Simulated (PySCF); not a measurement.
These are PBE-D3(BJ)/def2-TZVP // B3LYP-D3(BJ)/def2-TZVP (PySCF) values and carry that method's errors. Gas-phase values, no solvent. Excitations are Tamm–Dancoff values on a coarser integration grid. The basis has no diffuse functions, so Rydberg states are missing or too high.

Reference species (SMILES): `NB(C)N` (neutral, multiplicity 1).

```json
{
  "HOMO": "-5.34 eV",
  "T1 excitation (TDA)": "5.32 eV"
}
```

Changed species: `NB(N)N` (3 of 3 CH3 replaced by NH2; the reference has 2 of 3 CH3 replaced by NH2).

What does the change do to the HOMO and T1 excitation (TDA)?

the HOMO rises by 0.26 eV, to -5.08 eV; the T1 excitation (TDA) falls by 0.27 eV, to 5.05 eV.
